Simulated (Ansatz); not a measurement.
Geometry optimisation, Ansatz 0.2.0, UKS B3LYP-D4/cc-pVDZ.

input.yaml

```yaml
crystal:
  periodic: [false, false, false]
  atoms:
    - { symbol: Si, position_ang: [-0.820998, -0.376495, -0.031748] }
    - { symbol: Cl, position_ang: [2.141192, 0.393257, -1.591033] }
    - { symbol: F, position_ang: [-0.060784, -1.818299, 0.000136] }
    - { symbol: F, position_ang: [-2.258651, -0.632823, 0.699159] }
    - { symbol: H, position_ang: [-1.00893, 0.123925, -1.396796] }
    - { symbol: H, position_ang: [1.884345, 0.958128, -0.431187] }
    - { symbol: O, position_ang: [0.061468, 0.773985, 0.900545] }
    - { symbol: H, position_ang: [0.062359, 0.578221, 1.850925] }
magnetization:
  spin_polarized: true
basis:
  gaussian: { orbitals: cc-pVDZ }
hamiltonian:
  xc: b3lyp
  dispersion: d4
relax:
  f_tol: 0.03
  max_steps: 50
```

Run as:

```bash
$ ansatz run input.yaml --threads 2 --pin off --max-ram 3072MiB --backend cpu --events-out ev --progress --plain --runs-dir out
```

**Question.** Where does it end, and by what steps?

**Answer.** It converged. The force dipped under the threshold on the way, but the program's further checks kept it going. After 21 steps the energy has fallen by 0.138 eV; Cl2 moved furthest, 1.20 Å.

| step | energy less start (eV) | largest force component (eV/Å) | accepted |
| --- | --- | --- | --- |
| 0 | 0.0000 | 0.920 | yes |
| 1 | -0.0351 | 1.087 | yes |
| 2 | -0.0733 | 0.437 | yes |
| 3 | -0.0479 | 1.476 | no |
| 4 | -0.1065 | 0.136 | yes |
| 5 | -0.1152 | 0.096 | yes |
| 6 | -0.1222 | 0.154 | yes |
| 7 | -0.1250 | 0.254 | yes |
| 8 | -0.1316 | 0.149 | yes |
| 9 | -0.1281 | 0.445 | no |
| 10 | -0.1219 | 0.582 | no |
| 11 | -0.1339 | 0.091 | yes |
| 12 | -0.1346 | 0.121 | yes |
| 13 | -0.1357 | 0.135 | yes |
| 14 | -0.1366 | 0.073 | yes |
| 15 | -0.1373 | 0.016 | yes |
| 16 | -0.1377 | 0.024 | yes |
| 17 | -0.1375 | 0.121 | no |
| 18 | -0.1380 | 0.028 | yes |
| 19 | -0.1380 | 0.070 | yes |
| 20 | -0.1382 | 0.032 | yes |
| 21 | -0.1383 | 0.023 | yes |

```xyz
8
Properties=species:S:1:pos:R:3
Si -0.945 -0.563 0.007
Cl 2.523 1.514 -1.366
F -0.857 -2.130 0.451
F -2.319 0.010 0.676
H -0.954 -0.416 -1.454
H 1.674 1.040 -0.487
O 0.369 0.274 0.607
H 0.508 0.271 1.566
```

The run took 65 s on 2 threads of Arm Neoverse V2, on a shared host, peak memory 0.28 GiB.
